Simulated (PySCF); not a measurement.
Species: C6H10N2OSi.
Cartesian coordinates in Å at the GFN2-xTB level; atoms count from 1:
```xyz
20
C6H10N2OSi angstrom
C      2.883   -0.442   -0.299
C      1.759    0.564   -0.269
O      1.945    1.759   -0.408
C      0.422    0.058   -0.059
C     -0.100   -1.212    0.131
N     -1.425   -1.056    0.280
C     -2.408   -2.078    0.503
N     -1.794    0.226    0.196
C     -0.700    0.929   -0.009
Si    -0.580    2.791   -0.218
H      2.938   -0.955    0.660
H      3.827    0.061   -0.495
H      2.695   -1.182   -1.073
H      0.361   -2.179    0.170
H     -2.463   -2.754   -0.353
H     -3.369   -1.585    0.635
H     -2.166   -2.655    1.397
H     -1.964    3.275   -0.112
H      0.208    3.354    0.874
H     -0.072    3.092   -1.553
```

Definitions: NICS(0) = −σiso at the ring centroid; NICS(1) = −σiso and NICS(1)zz = −σzz at ±1 Å along the ring normal z. Level: GIAO PBE0/pcSseg-1 (PySCF, non-relativistic, gas phase) on the GFN2-xTB geometry, one conformer.

Ring bond lengths (Å), with Mayer bond orders in brackets: C4–C5 1.386 (1.35), C5–N6 1.342 (1.14), N6–N8 1.337 (1.18), N8–C9 1.316 (1.52), C9–C4 1.421 (1.27).

Task: Give the NICS values of each ring in ppm.

Result: 
```
          ring                                                 type  NICS(0)  NICS(1), two faces  NICS(1)zz, two faces  rms pucker (Å)  centre to ring atoms, mean (Å)
C4–C5–N6–N8–C9  5-membered ring with 2 N; formal bonds all aromatic    -11.9       -11.6 / -11.6         -28.1 / -28.2            0.00                            1.16
```

Task: What do they say, and how far can they be read as aromaticity?

Result: 
- C4–C5–N6–N8–C9: mean NICS(1)zz -28.1 ppm, shielded, aromatic by this magnetic criterion (flat ring, no four-coordinate atom).

Task: What does the geometric index give? Use HOMA with the parameters of Krygowski (1993).

Result: 
- C4–C5–N6–N8–C9: HOMA 0.92; the largest term is that of C9–C4, α(R − Ropt)² = 0.28. The geometric and the magnetic index point the same way.

Task: List the ring angles and the Hirshfeld charges of the ring atoms.

Result: 
- C4–C5–N6–N8–C9: C4 105.0° (-0.069 e), C5 106.3° (-0.009 e), N6 112.1° (+0.053 e), N8 107.0° (-0.132 e), C9 109.5° (-0.063 e); sum 540.0° against 540° for a flat convex ring.

Task: How shielded are the nuclei of the rings and their hydrogens (means over atoms taken as equivalent)?

Result: 
| atoms | environment | σ isotropic (ppm) | principal values of the symmetric part, first atom (ppm) |
| --- | --- | --- | --- |
| C4 | substituted aromatic carbon | 49.6 | -2.5, 28.7, 122.5 |
| C5 | aromatic CH next to a ring nitrogen | 52.9 | -14.5, 35.6, 137.6 |
| N6 | pyrrole-type nitrogen | 28.6 | -95.1, 66.0, 115.0 |
| N8 | pyridine-type nitrogen | -102.8 | -333.4, -101.1, 126.0 |
| C9 | substituted aromatic carbon | 31.8 | -37.7, -6.9, 139.9 |
| H14 | aromatic hydrogen | 24.00 | 21.3, 23.0, 27.7 |
